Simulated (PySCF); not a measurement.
**Finite-field polarisability of Sb (antimony, neutral)**

[Kr] 4d10 5s2 5p3, high-spin 4S determinant. Calculation: PySCF 2.14, in ANO-RCC-VTZP (7s6p4d2f1g, 68 functions); the spin-free X2C one-electron Hamiltonian (Gaussian nucleus). Frozen: [Kr] 4d10. Energy changes in a uniform field (μhartree):

```tsv
axis	F (au)	HF	MP2	CCSD	CCSD(T)
x	0.0025	-96.642	-94.650	-94.502	-94.350
x	0.005	-386.628	-378.659	-378.062	-377.453
```

Q: Derive α along x at CCSD(T) from the two fields.

A: With ΔE = −αF²/2 − γF⁴/24, α = −(16 ΔE(F) − ΔE(2F))/(6F²) = 30.19 bohr³.

Q: And the mean polarisability at each level?

A: HF 30.92, MP2 30.29, CCSD 30.24, CCSD(T) 30.19 bohr³. Reference: 43 ± 2 bohr³ (recommended; Schwerdtfeger and Nagle, table of static dipole polarizabilities (2023 update)).

CCSD(T) lies more than 5 % below the reference, which points to too few diffuse and polarisation functions.

The basis has no added diffuse functions, which lowers α.
